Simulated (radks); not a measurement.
The numbers below are computed, except where a source is named.
Question: Ge+, configuration [Ar] 3d10 4s2 5s1 (not the ground configuration). Level of theory: Dirac Kohn-Sham, LDA (Slater exchange, Perdew-Wang correlation), spin-unpolarised, spherical densities, finite nucleus; Fermi nuclear charge, rms radius 4.0742 fm (a radial shooting solver on a logarithmic mesh with Libxc functionals). Some entries of the table are withheld. Estimate them.

orbital  occ.  eigenvalue (hartree)  <r^2> (bohr^2)
1s1/2       2             -402.4774        0.002981
2s1/2       2                   (1)             (2)
2p1/2       2             -45.31231         0.04042
2p3/2       4             -44.14334         0.04191
3s1/2       2              -6.67670          0.4515
3p1/2       2              -4.85984          0.4833
3p3/2       4              -4.70217          0.4997
3d3/2       4              -1.61107          0.6808
3d5/2       6              -1.58943          0.6906
4s1/2       2              -0.87753           4.378
4p1/2       0              -0.54490             (3)
4p3/2       0              -0.53403             (4)
5s1/2       1              -0.23696           29.21
4d3/2       0              -0.18286           23.48
4d5/2       0              -0.18237           23.61
6s1/2       0                   (5)           113.4
4f5/2       0              -0.05977           86.56
4f7/2       0              -0.05977           86.56

Answer: 
(1) 2s1/2 eigenvalue (hartree): -50.82075
(2) 2s1/2 <r^2> (bohr^2): 0.05215
(3) 4p1/2 <r^2> (bohr^2): 6.530
(4) 4p3/2 <r^2> (bohr^2): 6.726
(5) 6s1/2 eigenvalue (hartree): -0.08576
